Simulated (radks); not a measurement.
Results of a calculation; reference values are marked as such.
Er VI, 63 electrons, occupied as [Kr] 4d10 4f10 5s2 5p5.

Code: a radial shooting solver on a logarithmic mesh with Libxc functionals. Model: scalar-relativistic Kohn-Sham, PBE, spin-polarised, spherical densities, finite nucleus; open shells are filled with parallel spins first (spin-orbit coupling, left out, can overturn this in heavy ions); Fermi nuclear charge, rms radius 5.2516 fm.

Energy parts (hartree):
| part | energy |
|---|---|
| total | -13078.9739 |
| kinetic | 14177.8079 |
| electron-nucleus | -31931.0019 |
| Hartree | 4949.4552 |
| exchange-correlation | -275.2350 |

Orbitals (lengths in bohr, moments of r in powers of bohr; r(max) is where P^2 peaks):
| orbital | occ. | eigenvalue (hartree) | r(max) | <r^4> |
|---|---|---|---|---|
| 1s up | 1 | -2110.675 | 0.01286 | 8.645e-07 |
| 1s down | 1 | -2110.672 | 0.01286 | 8.645e-07 |
| 2s up | 1 | -356.8369 | 0.07324 | 0.0001344 |
| 2s down | 1 | -356.8336 | 0.07324 | 0.0001344 |
| 2p up | 3 | -315.9538 | 0.05956 | 0.0001022 |
| 2p down | 3 | -315.9499 | 0.05956 | 0.0001022 |
| 3s up | 1 | -82.10732 | 0.2072 | 0.005082 |
| 3s down | 1 | -82.03580 | 0.2072 | 0.005070 |
| 3p up | 3 | -69.66715 | 0.2039 | 0.005369 |
| 3p down | 3 | -69.59538 | 0.2038 | 0.005355 |
| 3d up | 5 | -54.07558 | 0.1664 | 0.004217 |
| 3d down | 5 | -54.02031 | 0.1664 | 0.004200 |
| 4s up | 1 | -18.41204 | 0.4736 | 0.1223 |
| 4s down | 1 | -18.26321 | 0.4736 | 0.1224 |
| 4p up | 3 | -14.30819 | 0.4948 | 0.1608 |
| 4p down | 3 | -14.16177 | 0.4948 | 0.1611 |
| 4d up | 5 | -8.80578 | 0.5105 | 0.2445 |
| 4d down | 5 | -8.66082 | 0.5106 | 0.2457 |
| 5s up | 1 | -4.29090 | 1.083 | 3.550 |
| 5s down | 1 | -4.18814 | 1.087 | 3.663 |
| 5p up | 3 | -3.23521 | 1.212 | 6.061 |
| 5p down | 2 | -3.14753 | 1.220 | 6.344 |
| 4f up | 7 | -2.75786 | 0.5002 | 0.9314 |
| 4f down | 3 | -2.61664 | 0.5014 | 1.004 |

The highest occupied level is 4f down at -71.202 eV. Summed over all electrons, <r^2> = 27.31 bohr^2, which gives a Langevin (diamagnetic) susceptibility term of -21.6 x 10^-6 cm^3/mol.
